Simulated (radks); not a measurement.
Results of a calculation; reference values are marked as such.
Spin polarisation of the 4f9 shell in the dysprosium ion Dy3+. Start: [Xe] 4f(up 4.5, down 4.5); electrons of 4f are moved from spin down to spin up, other shells keep equal spins. Level of theory: non-relativistic Kohn-Sham, PBE, spin-polarised, spherical densities, point nucleus (a radial shooting solver on a logarithmic mesh with Libxc functionals).

| moment (Bohr magnetons) | E - E(0) (eV) | e(4f up) (eV) | e(4f down) (eV) | 5p down minus up (eV) | 5s down minus up (eV) | 4d down minus up (eV) |
|---|---|---|---|---|---|---|
| 0 | 0.000 | -39.108 | -39.108 | 0.000 | 0.000 | 0.000 |
| 1 | -0.207 | -39.507 | -38.680 | 0.278 | 0.355 | 0.907 |
| 2 | -0.827 | -39.878 | -38.224 | 0.556 | 0.711 | 1.815 |
| 3 | -1.861 | -40.221 | -37.740 | 0.835 | 1.069 | 2.723 |
| 4 | -3.308 | -40.534 | -37.226 | 1.116 | 1.428 | 3.631 |
| 5 | -5.168 | -40.818 | -36.684 | 1.399 | 1.790 | 4.541 |

At moment 5 the spin-polarisation energy is -5.168 eV and the 4f exchange splitting 4.135 eV, that is 0.827 eV per Bohr magneton; E = -I m^2/4 would give I = 0.827 eV.
